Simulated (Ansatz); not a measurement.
Reaction (redistribution): `[SiH3]N([SiH3])[Si]Br` + `N[Si]Cl` → `Cl[Si]Br` + `N[Si]N([SiH3])[SiH3]`

Computed with Ansatz on PBE0-D4/def2-TZVP structures; ΔE is electronic, products minus reactants. CCSD(T)/CBS is the MP2 limit (def2-TZVPP, def2-QZVPP) plus CCSD(T) − MP2 in def2-TZVPP, frozen cores. This one scheme is used for every species. DFT in def2-TZVPP. B3LYP here is the variant with VWN-RPA as its local correlation; programs differ in this. HSE06 is defined as in plane-wave codes. For Br outer-core shells are correlated without core-valence functions, which leaves a few kJ/mol of doubt a bond. Scalar relativity is left out up to krypton. Each species was taken in one conformer, which may not be the lowest.

```json
{"level": "BLYP-D4", "ΔE (kJ/mol)": "24.4", "difference from CCSD(T)/CBS": "-5.3"}
{"level": "r2SCANh-D4", "ΔE (kJ/mol)": "26.8", "difference from CCSD(T)/CBS": "-2.9"}
{"level": "r2SCAN0-D4", "ΔE (kJ/mol)": "27.4", "difference from CCSD(T)/CBS": "-2.3"}
{"level": "BHLYP-D4", "ΔE (kJ/mol)": "28.3", "difference from CCSD(T)/CBS": "-1.4"}
{"level": "ωB97M-V", "ΔE (kJ/mol)": "29.1", "difference from CCSD(T)/CBS": "-0.6"}
{"level": "B3LYP", "ΔE (kJ/mol)": "24.9", "difference from CCSD(T)/CBS": "-4.8"}
{"level": "HSE06", "ΔE (kJ/mol)": "26.6", "difference from CCSD(T)/CBS": "-3.1"}
{"level": "CAM-B3LYP", "ΔE (kJ/mol)": "26.4", "difference from CCSD(T)/CBS": "-3.3"}
{"level": "LC-ωPBE", "ΔE (kJ/mol)": "28.7", "difference from CCSD(T)/CBS": "-1.0"}
{"level": "MP2/def2-SVP", "ΔE (kJ/mol)": "32.0", "difference from CCSD(T)/CBS": "2.3"}
{"level": "CCSD/def2-SVP", "ΔE (kJ/mol)": "29.7", "difference from CCSD(T)/CBS": "0.0"}
{"level": "HF/def2-TZVPP", "ΔE (kJ/mol)": "28.1", "difference from CCSD(T)/CBS": "-1.6"}
{"level": "MP2/def2-TZVPP", "ΔE (kJ/mol)": "30.5", "difference from CCSD(T)/CBS": "0.8"}
{"level": "CCSD/def2-TZVPP", "ΔE (kJ/mol)": "28.3", "difference from CCSD(T)/CBS": "-1.4"}
{"level": "HF/def2-QZVPP", "ΔE (kJ/mol)": "27.5", "difference from CCSD(T)/CBS": "-2.2"}
{"level": "SCS-MP2/def2-QZVPP", "ΔE (kJ/mol)": "30.2", "difference from CCSD(T)/CBS": "0.5"}
{"level": "CCSD(T)/CBS", "ΔE (kJ/mol)": "29.7", "difference from CCSD(T)/CBS": "0"}
```

What do rigid-rotor, harmonic-oscillator terms from PBE0-D4/def2-TZVP frequencies (298.15 K, 1 bar) make of the CCSD(T)/CBS value? (Estimate.)

Computed: ΔZPE = -1.3 kJ/mol, ΔH = +29.0 kJ/mol, ΔS = 13 J/(mol·K), ΔG = +25.2 kJ/mol.

Largest T1 diagnostic among the species: 0.013.

Leaving LDA and LC-ωPBE aside and taking each functional with its dispersion term where it has one, the values, not all of them listed here, spread over 5.2 kJ/mol, from revPBE-D4 to PBE-QIDH. From BLYP to BHLYP (50 % exact exchange), in def2-TZVPP and without D4, ΔE moves by +3.3 kJ/mol.
